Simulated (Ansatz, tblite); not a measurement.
Cost and result up the ladder for Ge(SiH3)Cl3 (SiGeH₃Cl₃) (8 atoms). The state is a singlet with charge 0. Geometry: PBE-D4/def2-SVP.

```xyz
8

Ge    0.7308   -0.7798   -0.0397
Si   -0.9045    0.9657    0.0488
H    -0.1952    2.2633   -0.2027
H    -1.5218    0.9372    1.4156
H    -1.9232    0.6853   -1.0160
Cl    2.3534   -0.4160    1.3602
Cl    1.6033   -0.9485   -2.0235
Cl   -0.1427   -2.7073    0.4571
```

Ansatz on 4 threads of Intel Xeon on a shared host; xTB runs through tblite on one thread. Times are rough, summed over both states, and most runs start from the orbitals of an earlier one. r2SCAN0-D4/def2-TZVP serves as the yardstick here, not as an exact answer. The other state is a doublet.

The xTB rows come from tblite.

Raw xTB energies of ions are shifted by several eV.

| level | functions | wall time | vertical IE (eV) | difference from r2SCAN0-D4/def2-TZVP (eV) |
| --- | --- | --- | --- | --- |
| GFN1-xTB | 51 | 0.046 s | 13.72 | 3.09 |
| GFN2-xTB | 48 | 0.049 s | 13.43 | 2.80 |
| PBE-D4/def2-TZVP | 214 | 11 s | 10.06 | -0.57 |
| PBE0-D4/def2-TZVP | 214 | 21 s | 10.50 | -0.13 |
| r2SCAN0-D4/def2-TZVP | 214 | 29 s | 10.63 | 0.00 |
